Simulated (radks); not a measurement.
Problem. The mean radii <r> (bohr) of the occupied orbitals of an atom or ion are listed with their occupations. All-electron calculation, Dirac Kohn-Sham, LDA (Slater exchange, Perdew-Zunger correlation), spin-unpolarised, spherical densities, point nucleus. Program: a radial shooting solver on a logarithmic mesh with Libxc functionals.

| orbital | occ. | <r> |
|---|---|---|
| 1s1/2 | 2 | 0.01716 |
| 2s1/2 | 2 | 0.07172 |
| 2p1/2 | 2 | 0.05908 |
| 2p3/2 | 4 | 0.06751 |
| 3s1/2 | 2 | 0.1867 |
| 3p1/2 | 2 | 0.1769 |
| 3p3/2 | 4 | 0.1924 |
| 3d3/2 | 4 | 0.1676 |
| 3d5/2 | 6 | 0.1724 |
| 4s1/2 | 2 | 0.4151 |
| 4p1/2 | 2 | 0.4180 |
| 4p3/2 | 4 | 0.4521 |
| 4d3/2 | 4 | 0.4618 |
| 4d5/2 | 6 | 0.4731 |
| 5s1/2 | 2 | 0.9437 |
| 4f5/2 | 6 | 0.5109 |
| 4f7/2 | 8 | 0.5180 |
| 5p1/2 | 2 | 1.017 |
| 5p3/2 | 3 | 1.108 |
| 5d3/2 | 4 | 1.416 |
| 5d5/2 | 3 | 1.457 |
| 6p1/2 | 1 | 2.593 |

Name the element and its charge. Open shells, if any, fill j = l - 1/2 first.

Solution. Z = 78, platinum, charge +3: Pt3+ in [Kr] 4d10 4f14 5s2 5p5 5d7 6p1. The 1s radius gives Z: for a bare nucleus <r> = (2 gamma + 1)/(2Z) with gamma = sqrt(1 - (Z/c)^2), 0.01695 bohr for Z = 78, and screening makes it slightly larger (0.01716 here). The occupations add up to 75, and the charge is Z minus that.
